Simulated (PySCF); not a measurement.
C5H12Si.
Atom-mapped SMILES: `[CH3:1][C@H:2]1[CH2:3][Si@@H:4]([CH3:5])[CH2:6]1`

Geometry (PBE0-D3(BJ)/def2-SVP, Å), atoms numbered from 1 in this order:
```
atom  x, y, z in Å
C1     2.380   -0.663   -0.102
C2     1.140    0.132   -0.468
C3    -0.065   -0.688   -1.011
Si4   -1.187    0.616   -0.218
C5    -2.720    0.099    0.732
C6     0.449    0.900    0.696
H7     3.173   -0.010    0.299
H8     2.788   -1.196   -0.975
H9     2.144   -1.415    0.669
H10    1.414    0.874   -1.240
H11   -0.062   -0.904   -2.089
H12   -0.150   -1.646   -0.467
H13   -1.525    1.735   -1.155
H14   -3.119    0.944    1.316
H15   -2.490   -0.721    1.430
H16   -3.514   -0.243    0.050
H17    0.842    1.901    0.921
H18    0.480    0.299    1.622
```

NICS = −σ at a ghost point: NICS(0) at the centroid of the ring atoms, NICS(1) 1 Å to either side along the normal of their mean plane, zz for the tensor component along that normal. Level: GIAO KT3/pcSseg-1 (PySCF, non-relativistic, gas phase) on the PBE0-D3(BJ)/def2-SVP geometry, one conformer.

Ring bond lengths (Å): C2–C3 1.556, C3–Si4 1.895, Si4–C6 1.895, C6–C2 1.556.

Give the NICS values of each ring in ppm.

```tsv
ring	type	NICS(0)	NICS(1), two faces	NICS(1)zz, two faces	rms pucker (Å)	centre to ring atoms, mean (Å)
C2–C3–Si4–C6	4-membered ring with Si; formal bonds all single	-3.3	-2.4 / -2.1	4.7 / 1.8	0.15	1.21
```

What do they say, and how far can they be read as aromaticity?

- C2–C3–Si4–C6: mean NICS(1)zz 3.3 ppm, deshielded. C2, C3, Si4, C6 have four or more neighbours, so the value isn't read as a sign of a π ring current.

What is the mean of the two in-plane components of NICS at the second NICS(1) probe listed for ring C2–C3–Si4–C6, 1 Å off the ring?

The isotropic value is a third of the trace: (3 × -2.1 − (1.8))/2 = -4.1 ppm.

List the ring angles.

- C2–C3–Si4–C6: C2 100.2°, C3 87.1°, Si4 78.1°, C6 87.1°; sum 352.5° against 360° for a flat convex ring.

How shielded are the nuclei of the rings and their hydrogens (means over atoms taken as equivalent)?

| atoms | environment | σ isotropic (ppm) |
| --- | --- | --- |
| C2 | four-membered-ring carbon | 147.8 |
| C3 (×2) | sp3 carbon bound to silicon | 158.7 |
| Si4 | SiH silicon | 380.8 |
| H10 | methine hydrogen | 28.96 |
| H11 (×2) | methylene hydrogen | 30.01 |
| H12 (×2) | methylene hydrogen | 30.71 |
| H13 | Si–H hydrogen | 26.75 |

How do the values depend on the level or the medium?

```csv
level,"NICS(0), C2–C3–Si4–C6","mean NICS(1)zz, C2–C3–Si4–C6"
"KT3/pcSseg-1, gas",-3.3,3.3
"PBE0/pcSseg-1, gas",-3.7,3.0
"PBE0/pcSseg-1, IEF-PCM chloroform",-3.7,3.0
"PBE0/pcSseg-1, IEF-PCM water",-3.7,3.1
```

The geometry is the same throughout; the continuum's cavity takes Bondi-type radii × 1.2.

Time: 30 s of wall time; peak memory 0.71 GiB. Hardware: one thread, Arm Neoverse V1 (aarch64), shared host. This is the whole shielding run at KT3/pcSseg-1, SCF included.
